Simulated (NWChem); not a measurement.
Everything below was run with NWChem. System: selenophene (C₄H₄Se), charge 0, spin multiplicity 1, at a geometry optimised with PBE/def2-SVP. Level: MP2/def2-TZVP, 13 core orbitals frozen.

The NWChem input:

```
start mol
memory heap 200 mb stack 900 mb global 1100 mb
geometry units angstroms nocenter noautoz
  C     -0.717132     0.000000     1.687799
  C      0.717132     0.000000     1.687799
  C      1.294864     0.000000     0.436745
  Se     0.000000     0.000000    -0.914545
  C     -1.294864     0.000000     0.436745
  H     -1.314980     0.000000     2.611428
  H      1.314980     0.000000     2.611428
  H      2.363703     0.000000     0.188570
  H     -2.363703     0.000000     0.188570
  symmetry group C2v
end
basis spherical
  * library def2-tzvp
end
scf
  rhf
  nopen 0
  maxiter 100
  thresh 1e-7
  semidirect memsize 60000000 filesize 0
end
mp2
  freeze core 13
end
task mp2 energy
```

Part of the output:

```
             Northwest Computational Chemistry Package (NWChem) 7.3.0
             --------------------------------------------------------

                                NWChem Input Module
                                -------------------

 Scaling coordinates for geometry "geometry" by  1.889725989
 (inverse scale =  0.529177249)

 Turning off AUTOSYM since
 SYMMETRY directive was detected!

                             Geometry "geometry" -> ""
                             -------------------------

 Output coordinates in angstroms (scale by  1.889725989 to convert to a.u.)

  No.       Tag          Charge          X              Y              Z
 ---- ---------------- ---------- -------------- -------------- --------------
    1 C                    6.0000    -0.71713200     0.00000000     1.68779900
    2 C                    6.0000     0.71713200     0.00000000     1.68779900
    3 C                    6.0000     1.29486400     0.00000000     0.43674500
    4 Se                  34.0000     0.00000000     0.00000000    -0.91454500
    5 C                    6.0000    -1.29486400     0.00000000     0.43674500
    6 H                    1.0000    -1.31498000     0.00000000     2.61142800
    7 H                    1.0000     1.31498000     0.00000000     2.61142800
    8 H                    1.0000     2.36370300     0.00000000     0.18857000
    9 H                    1.0000    -2.36370300     0.00000000     0.18857000

 Effective nuclear repulsion energy (a.u.)     309.6560364192

            Nuclear Dipole moment (a.u.)
            ----------------------------
        X                 Y               Z
 ---------------- ---------------- ----------------
     0.0000000000     0.0000000000    -0.0000113384

      Symmetry information
      --------------------

 Group name             C2v
 Group number             16
 Group order               4
 No. of unique centers     5

      Symmetry unique atoms

     1    3    4    6    8


 Summary of "ao basis" -> "" (spherical)
 ------------------------------------------------------------------------------
       Tag                 Description            Shells   Functions and Types
 ---------------- ------------------------------  ------  ---------------------
 *                         def2-tzvp                  on all atoms

 Summary of "ao basis" -> "ao basis" (spherical)
 ------------------------------------------------------------------------------
       Tag                 Description            Shells   Functions and Types
 ---------------- ------------------------------  ------  ---------------------
 C                         def2-tzvp                11       31   5s3p2d1f
 Se                        def2-tzvp                16       48   6s5p4d1f
 H                         def2-tzvp                 4        6   3s1p

                                 NWChem SCF Module
                                 -----------------

  ao basis        = "ao basis"
  functions       =   196
  atoms           =     9
  closed shells   =    31
  open shells     =     0
  charge          =   0.00
  wavefunction    = RHF
  use symmetry    = T
  symmetry adapt  = T

 Summary of "ao basis" -> "ao basis" (spherical)
 ------------------------------------------------------------------------------
       Tag                 Description            Shells   Functions and Types
 ---------------- ------------------------------  ------  ---------------------
 C                         def2-tzvp                11       31   5s3p2d1f
 Se                        def2-tzvp                16       48   6s5p4d1f
 H                         def2-tzvp                 4        6   3s1p

      Symmetry analysis of basis
      --------------------------

        a1         73
        a2         27
        b1         63
        b2         33

 Forming initial guess at       0.1s

      Superposition of Atomic Density Guess
      -------------------------------------

 Sum of atomic energies:       -2552.49107617

      Non-variational initial energy
      ------------------------------

 Total energy =   -2555.439126
 1-e energy   =   -4163.570885
 2-e energy   =    1298.475722
 HOMO         =      -0.259072
 LUMO         =      -0.013051

      Symmetry analysis of molecular orbitals - initial
      -------------------------------------------------

  Numbering of irreducible representations:

     1 a1          2 a2          3 b1          4 b2

  Orbital symmetries:

     1 a1          2 a1          3 a1          4 b1          5 b2
     6 a1          7 b1          8 a1          9 b1         10 a1
    11 a1         12 b1         13 b2         14 b1         15 a1
    16 b2         17 a1         18 a2         19 a1         20 b1
    21 a1         22 a1         23 b1         24 a1         25 b1
    26 b2         27 a1         28 b1         29 a1         30 b2
    31 a2         32 b2         33 b1         34 a2         35 a1
    36 a1         37 b1         38 b1         39 a1         40 a1
    41 a1

 Starting SCF solution at       5.5s

 ----------------------------------------------
         Quadratically convergent ROHF

 Convergence threshold     :          1.000E-07
 Maximum no. of iterations :          100
 Final Fock-matrix accuracy:          1.000E-09
 ----------------------------------------------

              iter       energy          gnorm     gmax       time
             ----- ------------------- --------- --------- --------
                 1    -2553.6053650902  7.55D-01  1.80D-01      6.4
                 2    -2553.6553143705  3.16D-01  6.99D-02      7.3
                 3    -2553.6643156066  1.98D-02  8.56D-03      9.8
[...]
 Vector   29  Occ=2.000000D+00  E=-4.492045D-01  Symmetry=a1
              MO Center=  3.4D-13,  3.1D-15, -4.9D-01, r^2= 3.1D+00
   Bfn.  Coefficient  Atom+Function         Bfn.  Coefficient  Atom+Function
  ----- ------------  ---------------      ----- ------------  ---------------
   111      0.408610  4 Se pz               105     -0.265478  4 Se pz
   108      0.223296  4 Se pz               114      0.224261  4 Se pz
    99     -0.205848  4 Se s                 98     -0.191540  4 Se s

 Vector   30  Occ=2.000000D+00  E=-3.299571D-01  Symmetry=b2
              MO Center= -1.0D-14, -1.5D-14, -4.1D-02, r^2= 3.3D+00
   Bfn.  Coefficient  Atom+Function         Bfn.  Coefficient  Atom+Function
  ----- ------------  ---------------      ----- ------------  ---------------
   110      0.438543  4 Se py               113      0.309075  4 Se py
   104     -0.268424  4 Se py               107      0.232488  4 Se py
     7     -0.160839  1 C  py                38     -0.160839  2 C  py
    10     -0.158198  1 C  py                41     -0.158198  2 C  py

 Vector   31  Occ=2.000000D+00  E=-3.256219D-01  Symmetry=a2
              MO Center=  1.2D-14,  3.3D-14,  7.8D-01, r^2= 2.9D+00
   Bfn.  Coefficient  Atom+Function         Bfn.  Coefficient  Atom+Function
  ----- ------------  ---------------      ----- ------------  ---------------
    72      0.239951  3 C  py               151     -0.239951  5 C  py
    69      0.234324  3 C  py               148     -0.234324  5 C  py
    75      0.179434  3 C  py               154     -0.179434  5 C  py
     7     -0.150301  1 C  py                10     -0.150500  1 C  py
    38      0.150301  2 C  py                41      0.150500  2 C  py

 Vector   32  Occ=0.000000D+00  E= 1.007281D-01  Symmetry=b2
              MO Center= -4.9D-14,  1.8D-14,  5.4D-01, r^2= 4.4D+00
   Bfn.  Coefficient  Atom+Function         Bfn.  Coefficient  Atom+Function
  ----- ------------  ---------------      ----- ------------  ---------------
    75      0.582722  3 C  py               154      0.582722  5 C  py
   113     -0.531241  4 Se py                13     -0.351747  1 C  py
    44     -0.351747  2 C  py                69      0.215686  3 C  py
   148      0.215686  5 C  py                72      0.197798  3 C  py
   151      0.197798  5 C  py               110     -0.161541  4 Se py

 Vector   33  Occ=0.000000D+00  E= 1.301764D-01  Symmetry=b1
              MO Center=  4.8D-14,  3.6D-15, -1.0D+00, r^2= 5.6D+00
   Bfn.  Coefficient  Atom+Function         Bfn.  Coefficient  Atom+Function
  ----- ------------  ---------------      ----- ------------  ---------------
    67      2.634508  3 C  s                146     -2.634508  5 C  s
   112     -1.840665  4 Se px                 5      1.420204  1 C  s
    36     -1.420204  2 C  s                187     -1.044339  8 H  s
   193      1.044339  9 H  s                 14     -0.756218  1 C  pz
    45      0.756218  2 C  pz                76     -0.520224  3 C  pz

 Vector   34  Occ=0.000000D+00  E= 1.593883D-01  Symmetry=a1
              MO Center= -6.5D-15, -1.6D-16,  1.7D+00, r^2= 1.1D+01
   Bfn.  Coefficient  Atom+Function         Bfn.  Coefficient  Atom+Function
  ----- ------------  ---------------      ----- ------------  ---------------
   175      1.842162  6 H  s                181      1.842162  7 H  s
     5     -1.514609  1 C  s                 36     -1.514609  2 C  s
   187      1.454637  8 H  s                193      1.454637  9 H  s
    74     -0.679068  3 C  px               153      0.679068  5 C  px
   114     -0.657100  4 Se pz                99     -0.598273  4 Se s

------------------------------------------------------------
EAF file 0: "./mol.aoints.0" size=524288 bytes
------------------------------------------------------------
               write      read    awrite     aread      wait
               -----      ----    ------     -----      ----
     calls:        1        18         0         0         0
   data(b): 5.24e+05  9.44e+06  0.00e+00  0.00e+00
   time(s): 0.00e+00  0.00e+00  0.00e+00  0.00e+00  0.00e+00
rate(mb/s): 0.00e+00  0.00e+00
------------------------------------------------------------

 center of mass
 --------------
 x =   0.00000000 y =   0.00000000 z =  -0.22427796

 moments of inertia (a.u.)
 ------------------
         538.964903586280           0.000000000000           0.000000000000
           0.000000000000         779.404142671943           0.000000000000
           0.000000000000           0.000000000000         240.439239085663

  Mulliken analysis of the total density
  --------------------------------------

    Atom       Charge   Shell Charges
 -----------   ------   -------------------------------------------------------
    1 C    6     6.18   0.85  1.12  0.49  0.57  0.12  1.23  1.34  0.35  0.02  0.08  0.01
    2 C    6     6.18   0.85  1.12  0.49  0.57  0.12  1.23  1.34  0.35  0.02  0.08  0.01
    3 C    6     6.22   0.85  1.12  0.49  0.65  0.06  1.18  1.38  0.38  0.02  0.07  0.01
    4 Se  34    33.79   2.00  2.00  1.16  0.78  0.98  0.81  6.00  5.93  0.96  2.19  0.82  8.97  1.05  0.04  0.08  0.02
    5 C    6     6.22   0.85  1.12  0.49  0.65  0.06  1.18  1.38  0.38  0.02  0.07  0.01
    6 H    1     0.86   0.26  0.49  0.09  0.02
    7 H    1     0.86   0.26  0.49  0.09  0.02
    8 H    1     0.84   0.26  0.48  0.08  0.02
    9 H    1     0.84   0.26  0.48  0.08  0.02

       Multipole analysis of the density wrt the origin
       ------------------------------------------------

     L   x y z        total         open         nuclear
     -   - - -        -----         ----         -------
     0   0 0 0     -0.000000      0.000000     62.000000

     1   1 0 0      0.000000      0.000000      0.000000
     1   0 1 0     -0.000000      0.000000      0.000000
     1   0 0 1      0.280731      0.000000     -0.000011

     2   2 0 0    -27.167414      0.000000    146.142027
     2   1 1 0     -0.000000      0.000000      0.000000
     2   1 0 1      0.000000      0.000000      0.000000
     2   0 2 0    -35.040825      0.000000      0.000000
     2   0 1 1     -0.000000      0.000000      0.000000
     2   0 0 2    -29.353597      0.000000    280.758921

                   NWChem MP2 Semi-direct Energy/Gradient Module
                   ---------------------------------------------

  Basis functions       =    196
  Molecular orbitals    =    196
  Frozen core           =     13
  Frozen virtuals       =      0
  Active alpha occupied =     18
  Active beta occupied  =     18
  Active alpha virtual  =    165
  Active beta virtual   =    165
  Use MO symmetry       = T
  Use skeleton AO sym   = T

  AO/Fock/Back tols     =   1.0D-09  1.0D-09  1.0D-09

 GA uses MA = F    GA memory limited = T

 Available:
  local mem=  1.26D+08
 global mem=  1.44D+08
 local disk=  0.00D+00
  mp2_memr nvloc                   165
  nvloc new                   165
   1 passes of  18:        5242880                     226809                 190948141.
   1 passes of  18: M    126145897           G      144102368           F     120903017.
  mp2_memr nvloc                   165
  nvloc new                   165
   2 passes of   9:        5242880                     152588                  95506894.
   2 passes of   9: M    126145897           G      144102368           F     120903017.

 Semi-direct pass number   1 of   2  for RHF alpha+beta  at       21.0s
  vrange nnbf                 18903
  mp2_eaftype                   364  avail_ma_in_mb                  1099
 EAF : mp2_eaftype filesize         364   47753447.
  mp2_eaf for mointskh                    364
Node 0 wrote    224.6 Mb in      0.1 s     Agg I/O rate:  3299.4 Mb/s
 Done moints_semi at       43.6s
  mp2_eaftype                   364  avail_ma_in_mb                   735
 EAF : mp2_eaftype filesize         364   47753447.
  mp2_eaf for kh                   364
 Done maket at       44.1s
 Semi-direct pass number   2 of   2  for RHF alpha+beta  at       44.1s
  vrange nnbf                 18903
  mp2_eaftype                   364  avail_ma_in_mb                   735
 EAF : mp2_eaftype filesize         364   47753447.
  mp2_eaf for mointskh                    364
Node 0 wrote    224.6 Mb in      0.1 s     Agg I/O rate:  3295.1 Mb/s
 Done moints_semi at       66.1s
  mp2_eaftype                   364  avail_ma_in_mb                   735
 EAF : mp2_eaftype filesize         364   47753447.
  mp2_eaf for kh                   364
 Done maket at       66.7s
 Done multipass loop at       66.7s

          -------------------------------------------
          SCF energy               -2553.664445388109
          Correlation energy          -0.904423957752
          Singlet pairs               -0.535967017143
          Triplet pairs               -0.368456940609
          Total MP2 energy         -2554.568869345862
          -------------------------------------------

          ---------------------------------------------------
                    Spin Component Scaled (SCS) MP2
          Same spin pairs                     -0.245637960406
          Same spin scaling factor             0.333333333333
          Opposite spin pairs                 -0.658785997346
          Opposite spin scaling fact.          1.200000000000
          SCS-MP2 correlation energy          -0.872422516951
          Total SCS-MP2 energy             -2554.536867905060
          ---------------------------------------------------

 -----------------------
 Performance information
 -----------------------

 Timer overhead =  1.37D-07 seconds/call

               Nr. of calls         CPU time (s)                 Wall time (s)                GFlops
             ---------------    -------------------     ------------------------------   -------------------
Name         Min   Avg   Max    Min     Avg     Max     Min     Avg     Max   Mx/calls   Min     Max     Sum
mp2: moin     2     2     2    45.     45.     45.      45.     45.     45.     22.      0.0     0.0     0.0
mp2: make     2     2     2    1.1     1.1     1.1      1.1     1.1     1.1    0.55      0.0     0.0     0.0
mp2: tota     1     1     1    46.     46.     46.      46.     46.     46.     46.      0.0     0.0     0.0

 The average no. of pstat calls per process was 5.00D+00
 with a timing overhead of 6.87D-07s

 Task  times  cpu:       66.7s     wall:       66.7s

 Total times  cpu:       66.7s     wall:       66.7s
```
